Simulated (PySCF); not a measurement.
**How methods differ on the excitation energy of Cu+**

Cu+ [Ar] 3d10 (1S) → Cu+ [Ar] 3d9 4s1 (3D), as a difference of total energies. Computed with PySCF 2.14 in def2-QZVPPD (11s6p5d4f2g, 100 functions), with no relativity, point nucleus. Correlated levels: valence: [Ar] frozen; valence and next inner shell: [Ne] frozen. The calculations carry no spin-orbit coupling.

Problem. Order these methods by the excitation energy they give, lowest first.
A. BHandHLYP
B. SCS-MP2 (valence and next inner shell)
C. LDA
D. UHF

Solution. D (1.110 eV), A (2.362 eV), C (3.473 eV), B (3.988 eV).

These non-relativistic numbers lack the scalar-relativistic shift.

Errors of the correlated levels include the incompleteness of this basis and the frozen core.

For comparison: 2.808 eV (measured; NIST levels, between the centres of gravity of the two terms).
